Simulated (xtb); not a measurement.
silyloxysilylformaldehyde (CH₆O₂Si₂), SMILES [SiH3]O[SiH2]C=O. All values are semi-empirical tight-binding results from xtb (GFN2-xTB unless named), good for trends rather than for accurate numbers. Geometry optimised at GFN2-xTB. Other conformers were not sampled.

Optimised geometry:

Bond lengths (Å): O1–C2 1.205, C2–Si3 1.918, C2–H6 1.114, Si3–O4 1.615, Si3–H7 1.460, Si3–H8 1.460, O4–Si5 1.629, Si5–H9 1.459, Si5–H10 1.460, Si5–H11 1.460. Angles (°): O1–C2–Si3 124.0, O1–C2–H6 118.9, Si3–C2–H6 117.1, C2–Si3–O4 104.2, C2–Si3–H7 110.3, C2–Si3–H8 110.3, O4–Si3–H7 109.3, O4–Si3–H8 109.4, H7–Si3–H8 113.0, Si3–O4–Si5 160.0, O4–Si5–H9 104.0, O4–Si5–H10 107.2, O4–Si5–H11 107.2, H9–Si5–H10 113.1, H9–Si5–H11 113.1, H10–Si5–H11 111.7.

A frequency run showed that this geometry is not a minimum.

Problem. Estimate the properties. (The exact figures need the calculation; the answer reports its results.)

Solution. 
| Property | Value |
|---|---|
| point group as xtb finds it | Cs |
| orbital gap | 2.42 eV |
| dipole moment | 3.21 D |
| static polarisability (D4 model) | 78.6 bohr³ |
| solvation energy, GFN2-xTB/ALPB(water) | 0.3 kcal/mol |
| solvation energy, GFN2-xTB/ALPB(ether) | -3.9 kcal/mol |

Computed atomic charges and the Wiberg bond orders between heavy atoms:
charges (e) O1 -0.33, C2 0.11, Si3 0.51, O4 -0.45, Si5 0.52, H6 0.02, H7 -0.06, H8 -0.06, H9 -0.08, H10 -0.09, H11 -0.09. Bond orders O1–C2 1.99, C2–Si3 0.81, Si3–O4 1.15, O4–Si5 1.04.
